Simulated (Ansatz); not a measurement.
`[F][Ti]([Cl])([Cl])[Br]`, relaxed with RKS PBE0-D4/def2-TZVP in Ansatz 0.2.0 from a PBE-D4/def2-SVP geometry. The force threshold is 0.005 eV/Å; the program also tests the step.

The species carries charge 0 and has multiplicity 1.

Start:

```xyz
5

F    -1.823   -0.052   -0.127
Ti   -0.097    0.017    0.015
Cl    0.575    2.045   -0.402
Cl    0.480   -0.555    2.034
Br    0.865   -1.456   -1.521
```

Question: By how much does the energy fall, and how many steps does the optimiser take? (Best estimate.)

Answer: Ansatz gave: 0.10 kcal/mol, in 4 steps.

Question: Which bonds change most? (An estimate is asked.)

Answer: Ansatz gave: Ti2–Br5 from 2.335 to 2.321 Å; Ti2–Cl3 from 2.177 to 2.165 Å; Ti2–Cl4 from 2.177 to 2.165 Å; F1–Ti2 from 1.734 to 1.731 Å.

Question: Give the relaxed structure. (An estimate is asked.)

Answer: Ansatz gave: 
```xyz
5

F    -1.820   -0.055   -0.129
Ti   -0.097    0.017    0.015
Cl    0.576    2.034   -0.397
Cl    0.482   -0.550    2.023
Br    0.860   -1.447   -1.511
```
